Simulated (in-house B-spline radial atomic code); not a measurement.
A fraction x of an electron is added to 3p in Al, starting from [Ne] 3s2 3p1 and keeping the highest spin. Computed with a radial B-spline atomic code at the basis-set limit: non-relativistic BP86, spin-polarised, spherical fractional occupations, point nucleus.

| x | E(x) - E(0) (eV) | 3p up level (eV) |
| --- | --- | --- |
| 0 | 0.0000 | -3.083 |
| 0.1 | -0.2811 | -2.542 |
| 0.2 | -0.5089 | -2.018 |
| 0.3 | -0.6854 | -1.515 |
| 0.4 | ? | ? |
| 0.5 | ? | ? |
| 0.6 | -0.9292 | -0.153 |

**Question.** What belongs in the row x = 0.4?

**Answer.** An energy change of -0.8126 eV; 3p up at -1.033 eV.

**Question.** What belongs in the row x = 0.5?

**Answer.** An energy change of -0.8929 eV; 3p up at -0.578 eV.

**Question.** Check Janak's theorem between x = 0.1 and 0.2.

**Answer.** The slope of the energy is -2.28 eV; the orbital levels give -2.28 eV (ε of the filling orbital, averaged over the two points).

**Question.** Up to what added charge does this functional bind the extra electron?

**Answer.** The highest level rises by about 4.2 eV per electron near x = 0.6 and would reach zero near x = 0.64, so a whole extra electron isn't bound at the basis-set limit.
